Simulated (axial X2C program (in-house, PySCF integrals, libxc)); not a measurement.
**BiC at several levels of theory**

Calculated with an in-house all-electron X2C program for linear molecules (integrals from PySCF). Spin-free means the one-electron spin-free X2C Hamiltonian; two-component (2c) means X2C with spin–orbit coupling and atomic mean-field two-electron Coulomb and Gaunt terms, so the difference of the two also holds small scalar two-electron terms. Basis: Bi dyall-cv3z [12s14p10d6f1g], C dyall-v3z [7s6p2d1f] (cores contracted in-house); Gaussian nuclei, density fitting, unrestricted open shells. Masses: Bi 208.980 u, C 12.000 u.

Input:
```json
{
 "zs": [
  83,
  6
 ],
 "q": 0,
 "bas": [
  "dyall-cv3z",
  "dyall-v3z"
 ],
 "levels": [
  "PBE0",
  "HF",
  "B3LYP"
 ],
 "cc": true,
 "r0": 2.08,
 "thr": -1.0,
 "nmax": 90,
 "npts": 10,
 "nst": 2,
 "ntry": 6
}
```
```bash
python so2c.py task.json out
```

Keys: zs atomic numbers; q charge; bas basis sets; levels methods; cc coupled cluster on or off; r0 starting distance in Å; thr threshold in hartree for freezing inner shells (an s shell follows its p shell); nmax most natural virtual spinors; npts points on the curve; nst determinants followed; ntry starts of the search. HF also brings MP2.

State, spin-free: M_S = 1/2, Λ = 0 (beyond evenly filled blocks: σα); electrons by block: σα: 17, σβ: 16, π+α: 9, π+β: 9, π-α: 9, π-β: 9, δ+α: 4, δ+β: 4, δ-α: 4, δ-β: 4, φ+α: 1, φ+β: 1, φ-α: 1, φ-β: 1. Fragments: Bi + C.

State, 2c: Ω = 3/2 (⟨Sz⟩ = 0.61, ⟨Lz⟩ = 0.89 at PBE0); electrons by block: 1/2: 26, -1/2: 26, 3/2: 13, -3/2: 12, 5/2: 5, -5/2: 5, 7/2: 1, -7/2: 1. Fragments: Bi + C.

| Hamiltonian | level | Re (Å) | ωe (cm⁻¹) | ωexe (cm⁻¹) | Be (cm⁻¹) | De (eV) | μ (D) |
| --- | --- | --- | --- | --- | --- | --- | --- |
| spin-free | PBE0 | 1.966 | 696.8 | 4.91 | 0.3845 | 2.90 | -2.50 |
| spin-free | HF | 2.097 | 597.3 | 3.17 | 0.3379 | 1.05 | -1.98 |
| spin-free | CCSD | 1.989 | 695.7 | 5.92 | 0.3756 | 2.23 | n/a |
| spin-free | CCSD(T) | 1.977 | 730.1 | 6.4 | 0.3799 | 2.47 | n/a |
| spin-free | B3LYP | 1.968 | 729.1 | 7.21 | 0.3837 | 2.98 | -2.63 |
| 2c | PBE0 | 2.094 | 603.2 | 5.17 | 0.3387 | 2.47 | -3.19 |

Correlated methods: 9 electrons correlated (number of frozen shells: Bi 5 s, 4 p, 3 d, 1 f; C 1 s), 223 virtual spin orbitals or spinors in MP2, 90 natural virtuals in coupled cluster.

Dipoles are positive if C is the positive end.

The state is a single determinant with fixed occupations, the lowest that a limited PBE0 search found. De is counted from the lowest determinant-based energies of the atoms at the same level, without counterpoise correction. Density functionals use the spin component along the axis (collinear). CCSD and (T) use frozen natural virtuals with an MP2 correction for the truncation; (T) itself is uncorrected, so its De runs slightly low. In 2c an atomic determinant is not the ground J level, so De misses part of the atomic spin–orbit lowering. This holds for PBE0. PBE0 can misorder states that lie within some tenths of an eV, so this need not be the ground state of the molecule. The nearest other spin-free determinant of the search, M_S = 1/2, Λ = 1, lies 0.33 eV up at the distance of the search. The functionals have no current-density term, which raises determinants with orbital currents, atoms included. With several unpaired electrons one determinant need not be a pure state. A state of lower Ω lies just above, and one determinant can place such states too high, so the state shown need not be the lowest. The search has Ω = 1/2 only 0.10 eV up. The determinant is spin-polarised beyond a pure state at some levels (its spin-free form has ⟨S²⟩ too high), which makes Re and μ there less reliable. The T1 diagnostic is large, a sign of multireference character. With the outer-core shells frozen, correlated bond lengths of heavy atoms tend to come out a few hundredths of an ångström too long.

The spin-free and the 2c determinant differ in configuration, so the two halves of the table describe two states.

No reliable constants came from B3LYP (2c), CCSD (2c), CCSD(T) (2c), HF (2c), MP2 (2c), MP2 (spin-free): no minimum in range, unconverged points, a curve that is not smooth, a change of character along it, or the two Hamiltonians disagreeing along it.

Rough cost a point (2c) on 1 thread(s) of a shared host, integrals apart: PBE0 1.7 s.

The whole task took 3.7 min on 1 thread of Arm Neoverse V1, on a shared host.
